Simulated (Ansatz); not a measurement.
`[GeH3][CH2]N1C=C1`, charge 0, multiplicity 1.

(1) Give a relaxed structure at PBE0-D4/def2-TZVP (the Gaussian-basis code of Ansatz). (An estimate is asked.)

Results:

(1) Ansatz gave: 
Z-matrix (Å, degrees):
```
Ge
C 1 1.967
H 1 1.541 2 109.5
H 1 1.540 2 110.1 3 119.3
H 1 1.536 2 110.5 3 -120.0
N 2 1.466 1 109.6 3 59.2
H 2 1.100 1 109.5 3 -65.1
H 2 1.094 1 108.2 3 177.5
C 6 1.492 2 113.6 1 -147.1
C 6 1.484 2 113.6 1 -91.4
H 9 1.074 6 138.3 2 -82.2
H 10 1.075 6 138.4 2 81.5
```
This is one stationary point; other conformers may exist.
